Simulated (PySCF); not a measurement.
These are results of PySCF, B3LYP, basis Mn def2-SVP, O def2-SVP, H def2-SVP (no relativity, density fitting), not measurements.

```xyz
5
charge 0 multiplicity 1, angstrom
Mn   -0.0302   -0.0335    0.0000
O     1.0653    1.2883    0.0000
O    -1.5498    0.2309    0.0000
O     0.4649   -1.4975    0.0000
H     2.0296    1.1812    0.0000
```

HMnO3 (singlet), along the line from Mn1 (at 0) through O2 (at 1.717 Å).

Problem. Tabulate the fields along this line at -0.60, -0.52, -0.43, -0.34, -0.26, -0.17, -0.09, 0.09, 0.17, 0.26, 0.34, 0.43, 0.52, 0.60, 0.69, 0.77, 0.86, 0.94, 1.03, 1.12, 1.20, 1.29, 1.37, 1.46, 1.55, 1.63, 1.80, 1.89, 1.97, 2.06, 2.15, 2.23, 2.32, 2.40, 2.49, 2.58, 2.66, 2.75 Å.

Solution. 
```tsv
distance (Å)	electron density (e/Å³)	electron localisation function	electrostatic potential (V)
-0.60	3.96	0.773	51.5
-0.52	7.49	0.873	78.3
-0.43	13.3	0.893	127
-0.34	20.4	0.795	220
-0.26	28.5	0.26	407
-0.17	101	0.565	838
-0.09	637	0.691	2440
0.09	637	0.694	2440
0.17	101	0.577	838
0.26	27.3	0.224	407
0.34	19.3	0.73	220
0.43	12.6	0.851	127
0.52	7.22	0.828	78.9
0.60	3.94	0.703	52.1
0.69	2.24	0.45	36.6
0.77	1.45	0.234	27.2
0.86	1.19	0.193	21.6
0.94	1.26	0.339	19
1.03	1.6	0.63	19.5
1.12	2.18	0.797	23.8
1.20	3.04	0.834	34
1.29	4.26	0.792	54.1
1.37	5.79	0.59	91.9
1.46	7.81	0.201	166
1.55	19.7	0.208	330
1.63	166	0.987	887
1.80	166	0.987	887
1.89	19.6	0.211	330
1.97	7.59	0.192	165
2.06	5.51	0.563	91.1
2.15	3.97	0.768	52.4
2.23	2.75	0.82	30.9
2.32	1.88	0.821	18.6
2.40	1.26	0.795	11.4
2.49	0.828	0.748	7.23
2.58	0.536	0.676	4.74
2.66	0.345	0.581	3.24
2.75	0.225	0.475	2.32
```

On a grid of 0.09 Å the density has a local minimum along the bond near 0.86 Å from Mn, at 1.19 e/Å³, where the ELF is 0.19.

Stability towards spin polarisation was not tested.
